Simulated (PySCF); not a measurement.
Ge(H)3(NEtMe), SMILES CC[N](C)[GeH3] (GFN2-xTB optimised geometry):

```
16

Ge     0.399     0.055     0.000
N     -0.086    -0.987    -1.407
C     -1.461    -1.426    -1.518
C      0.576    -0.819    -2.686
C      0.893    -2.153    -3.359
H     -0.076     1.494     0.000
H      1.894     0.055     0.000
H     -0.168    -0.620     1.208
H     -1.511    -2.414    -1.980
H     -2.072    -0.737    -2.115
H     -1.894    -1.494    -0.520
H     -0.031    -0.205    -3.368
H      1.516    -0.289    -2.506
H     -0.014    -2.659    -3.679
H      1.517    -1.984    -4.233
H      1.426    -2.798    -2.664
```

Computed with PBE0/def2-TZVP (PySCF).

What are the frontier orbital energies and the dipole moment?

HOMO-2 -9.46 eV, HOMO-1 -9.07 eV, HOMO -6.12 eV, LUMO 0.65 eV, LUMO+1 1.41 eV; dipole moment 0.54 D.

On the same geometry PBE/def2-TZVP (PySCF) gives HOMO-2 -8.10 eV, HOMO-1 -7.74 eV, HOMO -4.83 eV, LUMO -0.18 eV, LUMO+1 0.54 eV; dipole moment 0.53 D.

Meta-Löwdin charges at PBE0/def2-TZVP: Ge1 0.48, N2 -0.40, C3 -0.24, C4 -0.09, C5 -0.35, H6 -0.10, H7 -0.07, H8 -0.07, H9 0.11, H10 0.09, H11 0.12, H12 0.08, H13 0.10, H14 0.11, H15 0.12, H16 0.12.
